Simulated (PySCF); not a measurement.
Task: Give a GFN2-xTB geometry of InChI=1S/C6H4S2/c1-2-5-3-6(7)8-4-5/h1,3-4,7H/p-1. (Charge -1.)

Result: 
```xyz
11
C6H3S2 angstrom
C     -2.8046   -0.5152    0.0610
C     -1.6439   -0.2017    0.0521
C     -0.2799    0.1480    0.0365
C      0.1718    1.4274    0.2196
S      1.8983    1.5140    0.1414
C      2.0258   -0.2500   -0.1491
S      3.4981   -1.0239   -0.3480
C      0.7624   -0.7874   -0.1698
H     -3.8176   -0.7890    0.0679
H     -0.3995    2.3192    0.3939
H      0.5946   -1.8386   -0.3314
```

Orientation and origin are arbitrary. Atoms count from 1 in this order. The 5 C–C bonds span 1.202 Å (C1≡C2, drawn triple) to 1.416 Å (C3–C8, aromatic), a spread of 0.214 Å. S5 (thiophene-type sulfur) is bent (angle 91.7°). C6 (substituted aromatic carbon) is planar (angles 128.8°, 122.4° and 108.8°, sum 360.0°, 0.00 Å off the plane of its three neighbours). C3 (substituted aromatic carbon) is planar (angles 123.4°, 123.4° and 113.2°, sum 360.0°, 0.00 Å off the plane of its three neighbours).

Bonds between heavy atoms (Å): C1≡C2 1.202, C2–C3 1.408, C3–C4 1.369, C4–S5 1.730, S5–C6 1.792, C6–S7 1.675, C6–C8 1.373, C3–C8 1.416.

Structure optimised with GFN2-xTB, isolated species.

Point group: Cs (every atom within 0.08 Å of its image). No GFN2-xTB frequencies stand behind this structure, so it isn't proved a minimum.

All values are computed, not measured.
